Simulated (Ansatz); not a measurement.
Born–Oppenheimer molecular dynamics of Cl$_{2}$F$_{2}$H$_{2}$OZr (8 atoms, charge 0, multiplicity 1). It starts at the highest image of a converged band, a first-order saddle point between two minima.

The calculation used RKS PBE0/def2-SVP (Ansatz).

```json
{
  "ensemble": "NVE (velocity Verlet)",
  "time step": "0.5 fs",
  "steps asked": "200",
  "starting velocities drawn for": "300 K",
  "seed": "9024"
}
```

First frame:

```xyz
8
Properties=species:S:1:pos:R:3
Zr 0.172 0.383 -0.083
Cl -0.874 0.625 2.538
F 1.428 0.440 -1.493
Cl -1.675 1.518 -0.991
F -0.063 -1.484 0.111
O 1.348 1.382 1.226
H 2.221 1.787 1.230
H 0.381 1.195 2.275
```

How far do the bonds stretch over the last three quarters of this one trajectory? (Pairs bonded in most of those frames.)


| bond | mean (Å) | spread (Å) | shortest | longest |
| --- | --- | --- | --- | --- |
| Zr1–Cl2 | 2.553 | 0.229 | 2.23 | 2.86 |
| Zr1–F3 | 1.914 | 0.011 | 1.90 | 1.93 |
| Zr1–Cl4 | 2.338 | 0.075 | 2.24 | 2.47 |
| Zr1–F5 | 1.890 | 0.008 | 1.88 | 1.90 |
| Zr1–O6 | 2.251 | 0.076 | 2.10 | 2.38 |
| O6–H7 | 0.967 | 0.006 | 0.96 | 0.99 |
| O6–H8 | 1.009 | 0.052 | 0.93 | 1.15 |

Pairs bonded in part of these frames only: Zr1–H8 31 %, Cl2–H8 5 %.

Mean temperature of the second half: 783 K. The conserved energy stayed within 0.11 meV per atom of its start (net change -0.093 meV per atom), so the integration is sound. The kinetic energy rose, since the run started high on the potential surface and went downhill. A run of 0.1 ps of so small a system gives no equilibrium averages. The orbitals stay closed-shell, which can raise the energy where a bond breaks towards radicals; this wasn't checked here.

Time of the run: 6.8 min on 4 threads of Arm Neoverse V2, on a shared host, peak memory 0.31 GiB.
